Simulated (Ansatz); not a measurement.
`C=[C](O)[AlH2]` + H–F → `C=C(O)F` + `[AlH3]`  (substitution at a C–Al bond)

Calculated with Ansatz (gas phase, PBE0-D4/def2-TZVP geometries, no zero-point term in ΔE). CCSD(T)/CBS adds triple-zeta CCSD(T) − MP2 to the extrapolated MP2 energy (def2 sets, frozen cores). This one scheme is used for every species. Functionals use def2-TZVPP. One conformer a species, not always the lowest.

```tsv
level	ΔE (kcal/mol)
r2SCANh	11.1
CCSD(T)/def2-TZVPP	14.3
```

(1) What does CCSD(T)/CBS give? (An estimate is asked.)

(2) What do rigid-rotor, harmonic-oscillator terms from PBE0-D4/def2-TZVP frequencies (298.15 K, 1 bar) make of the CCSD(T)/CBS value? (Estimate.)

Largest T1 diagnostic among the species: 0.013.

Results:

(1) The calculation gave: +16.1 kcal/mol. The listed levels differ from it by -5.0, -1.8 kcal/mol.

(2) The calculation gave: ΔZPE = -1.4 kcal/mol, ΔH = +14.2 kcal/mol, ΔS = 5 J/(mol·K), ΔG = +13.8 kcal/mol.

The D4 term adds +1.5 kcal/mol with B3LYP and +0.8 kcal/mol with PBE0; it sums over pairs of atoms, weighted by their polarisabilities, and B3LYP, whose exchange is more repulsive, gets the larger term. At CCSD(T), def2-SVP lies −8.7 kcal/mol from the extrapolated value and def2-TZVPP −1.8 kcal/mol. Leaving LDA and LC-ωPBE aside and taking each functional with its dispersion term where it has one, the values, not all of them listed here, spread over 5.0 kcal/mol, from B97M-V to PBE-QIDH. LDA lies −1.5 kcal/mol from PBE without D4.

B3LYP here is the variant with VWN-RPA as its local correlation; programs differ in this.
